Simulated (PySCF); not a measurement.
A thermochemical cycle for SrBe

PBE0 in PySCF with def2-SVP on every atom (core potentials on Sr), for the lowest determinant that a PBE0 search found; no spin–orbit coupling. SrBe, a singlet (closed shell), has De = 0.23 eV to neutral atoms, and SrBe⁺, a doublet (σ ↑), has De = 0.60 eV to Sr⁺ + Be.

At the same level the Sr atom ionises at 5.61 eV.

Q: What is the adiabatic ionisation energy of the molecule, and does ionisation strengthen or weaken the bond?

A: IE = IE(Sr) + De(neutral) − De(ion) = 5.61 + 0.23 − 0.60 = 5.24 eV. De changes by +0.37 eV, so ionisation strengthens the bond.

Closed-shell solutions of metal pairs were not tested for spin polarisation, which can lower them a little. Weak bonds: SrBe. Basis-set superposition, not corrected here, can be much of De in a small basis, most of all at correlated wavefunction levels. Spin–orbit coupling is left out. For an ion De counts to the pair picked by the measured ionisation energies or electron affinities, which need not be the lowest pair at this level. States were picked by a PBE0 search and need not be the measured ground states.
